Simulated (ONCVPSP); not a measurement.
What one change does to a pseudopotential (gold, ONCV)

```json
{"Element": "Au (Z = 79)", "Generator": "ONCVPSP 4.0.1", "Type": "optimised norm-conserving Vanderbilt (ONCV)", "Functional": "PBE", "Relativity": "scalar-relativistic", "Frozen core": "[Kr] 4d10 4f14", "Valence charge": "19", "Reference configuration": "5s2 5p6 5d10 6s1", "Partial waves": "5s+6s: rc 1.35 bohr, ncon 3, nbas 7, qcut 9.6 1/bohr, 2 projectors; 5p: rc 1.65 bohr, ncon 3, nbas 6, qcut 9.7 1/bohr, 2 projectors, debl 2.5 Ha; 5d: rc 1.35 bohr, ncon 5, nbas 10, qcut 12.3 1/bohr, local", "Local potential": "the d channel", "Core correction": "none"}
```

All-electron outer shells of the reference configuration (PBE, scalar-relativistic, ld1.x):

```tsv
shell	level (eV)	outermost node (bohr)	outermost maximum (bohr)
5s	-108.37	0.48	0.84
4f	-81.12	–	0.37
5p	-59.78	0.52	0.96
5d	-6.88	0.56	1.21
6s	-5.76	1.11	2.32
```

Change: core correction polynomial model core, fcfact 0.35.

Cutoffs: the cutoffs (Ha) at which the residual kinetic energy of the hardest occupied pseudo-wave falls to 1 and 0.1 mHa per electron; they do not see the model core or the augmentation charge, which bear on the density cutoff. Errors are all-electron minus pseudo energies relative to the spin-unpolarised reference configuration.

Question: What does the change do?

Answer: The potential gets neither clearly harder nor softer (36 Ha and 49 Ha → 36 Ha and 49 Ha); of the 4 tests that both files solve, the error grows in 4 and shrinks in 0 by more than 15 % and 0.3 meV (median size 6.4 → 9.4 meV); neither file shows a bound ghost. A model core, the more so a compact one, raises the density cutoff, which this test does not measure.

```tsv
quantity	base	changed
cutoff, loose	36 Ha	36 Ha
cutoff, tight	49 Ha	49 Ha
bound ghosts	none	none
GHOST(+) flags under 300 eV	none	none
error for 5s2 5p6 5d10 6s0, meV [ΔE 9.41 eV]	-3.7	-4.4
error for 5s2 5p6 5d9 6s0, meV [ΔE 30.62 eV]	-4.4	-6.1
error for 5s2 5p6 5d8 6s0, meV [ΔE 64.49 eV]	-8.5	-13
error for 5s2 5p6 5d7 6s0, meV [ΔE 112.21 eV]	-18	-27
s: phases at 1.37 bohr within 0.05 rad from the reference energy up to (Ha; the scan ends near 5)	to the end of the scan	to the end of the scan
p: phases at 1.67 bohr within 0.05 rad from the reference energy up to (Ha; the scan ends near 5)	to the end of the scan	to the end of the scan
d: phases at 1.37 bohr within 0.05 rad from the reference energy up to (Ha; the scan ends near 5)	to the end of the scan	to the end of the scan
```
